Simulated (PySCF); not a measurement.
Computed shifts of a molecule CH4ClFOSi2, PBE0/pcSseg-1 run with PySCF, GIAO, gas phase, atoms alike by connectivity averaged where their shifts nearly agree, in ppm (number of nuclei): ¹³C: 303.0 (1). ²⁹Si: -31.5 (1), -35.8 (1). ¹⁹F: -230.8 (1). ¹H: 5.68 (1), 5.30 (1), 4.93 (1), 4.90 (1). References: ¹⁷O against H2O (σ = 334.2 ppm); ¹³C against TMS (σ = 186.3 ppm); ²⁹Si against TMS (σ = 352.7 ppm); ¹⁹F against CFCl3 (σ = 167.2 ppm); ³⁵Cl against HCl (σ = 945.9 ppm); ¹H against TMS (σ = 31.56 ppm), references at their B3LYP-D3(BJ)/def2-TZVP geometries, non-relativistic (without spin–orbit terms, shifts of atoms bonded to Cl or Br come out too high). Geometry: PBE0-D3(BJ)/def2-SVP. Other conformers were not sampled.

Q: Identify the compound among the candidates.
A. O=C[SiH2][Si@@H](F)Cl
B. O=C[Si@@H](Cl)[SiH2]F
C. F[Si@@]1(Cl)OC[SiH2]1
D. O=C([SiH2]F)[SiH2]Cl

A: D, O=C([SiH2]F)[SiH2]Cl
